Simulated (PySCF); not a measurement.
Compound: C5H6ClF.
SMILES with atom numbers: `[F:1][C@@H:2]1[C@@H:3]([Cl:4])[C:5]12[CH2:6][CH2:7]2` (hydrogens: H8 on C2; H9 on C3; H10, H11 on C6; H12, H13 on C7)

Method: PBE0-D3(BJ)/def2-SVP geometry optimisation, gas phase in PySCF 2.14.0; density fitting, grid level 1; the optimiser is geomeTRIC in internal coordinates, started from a GFN2-xTB structure.

Step 0: E = -20497.8276 eV
```
atom  x, y, z in Å  |  force x, y, z in eV/Å
F1     -0.1646   -1.3960    1.7774   -0.062   0.139  -0.240
C2     -1.0483   -0.7575    0.9571    0.858  -0.405  -0.169
C3     -1.2369   -1.3144   -0.4346   -0.455   0.556   0.298
Cl4    -2.8582   -1.3262   -1.1158   -0.080   0.014  -0.105
C5     -0.5396   -0.0268   -0.2210   -0.046   0.001   0.169
C6     -0.5935    1.3546   -0.7535    0.218  -0.440   0.098
C7      0.7171    0.6143   -0.6772   -0.465  -0.027   0.125
H8     -1.8974   -0.3962    1.5253   -0.453   0.196  -0.002
H9     -0.6730   -2.1910   -0.7245    0.324  -0.317  -0.015
H10    -1.0470    1.4990   -1.7226   -0.214  -0.018  -0.493
H11    -0.7717    2.1625   -0.0599   -0.056   0.343   0.387
H12     1.4331    0.9093    0.0752    0.290   0.142   0.412
H13     1.1639    0.2605   -1.5942    0.141  -0.186  -0.467
```

Step 1: E = -20497.8535 eV
```
atom  x, y, z in Å  |  force x, y, z in eV/Å
F1     -0.1433   -1.4485    1.7430   -0.004  -0.003   0.070
C2     -1.0304   -0.7804    0.9731   -0.188   0.206  -0.152
C3     -1.2464   -1.2820   -0.4324    0.045  -0.190   0.114
Cl4    -2.8533   -1.2745   -1.1534    0.078   0.026   0.060
C5     -0.5356   -0.0122   -0.1795    0.040  -0.036  -0.065
C6     -0.6025    1.3488   -0.7505   -0.046   0.085  -0.074
C7      0.7123    0.6181   -0.6658    0.111  -0.123  -0.030
H8     -1.8988   -0.4053    1.5292    0.051  -0.075   0.042
H9     -0.6638   -2.1691   -0.7091   -0.030   0.099  -0.050
H10    -1.0777    1.4268   -1.7343   -0.009   0.024   0.052
H11    -0.7675    2.2063   -0.0910   -0.009  -0.058   0.033
H12     1.4369    0.9517    0.0839   -0.033  -0.037   0.001
H13     1.1538    0.2124   -1.5817   -0.007   0.083   0.002
```

Question: Estimate the geometry and energy of step 2. (The exact step hangs on the optimiser's Hessian estimate; all steps are aligned on step 1, rigid shifts and turns removed.)

Answer: E = -20497.8603 eV, largest force 0.128 eV/Å
```
atom  x, y, z in Å  |  force x, y, z in eV/Å
F1     -0.1569   -1.4341    1.7585    0.027  -0.011   0.052
C2     -1.0357   -0.7736    0.9714   -0.049   0.090  -0.078
C3     -1.2410   -1.2882   -0.4289   -0.008  -0.046   0.078
Cl4    -2.8432   -1.2778   -1.1522   -0.014  -0.007   0.008
C5     -0.5335   -0.0148   -0.1838    0.039  -0.050  -0.094
C6     -0.6012    1.3484   -0.7485   -0.006   0.026  -0.028
C7      0.7144    0.6124   -0.6749    0.016  -0.023   0.058
H8     -1.9075   -0.4029    1.5227    0.002  -0.013   0.010
H9     -0.6543   -2.1684   -0.7097    0.004   0.019  -0.031
H10    -1.0846    1.4380   -1.7261   -0.003   0.017   0.004
H11    -0.7656    2.1942   -0.0752    0.003  -0.021   0.028
H12     1.4403    0.9362    0.0765    0.003  -0.002   0.002
H13     1.1525    0.2226   -1.5981   -0.015   0.021  -0.010
```

The energy changes by -0.0067 eV. The first-order estimate −F·Δx gives -0.0100 eV and the mean of the old and new forces, exact on a quadratic surface, -0.0066 eV. The step makes an angle of 67° with the force vector and moves no atom by more than 0.025 Å.

What follows is the cost of the whole optimisation. On Arm Neoverse V2, one thread, on a shared host, this took 41 s and 0.63 GiB of memory at its peak.
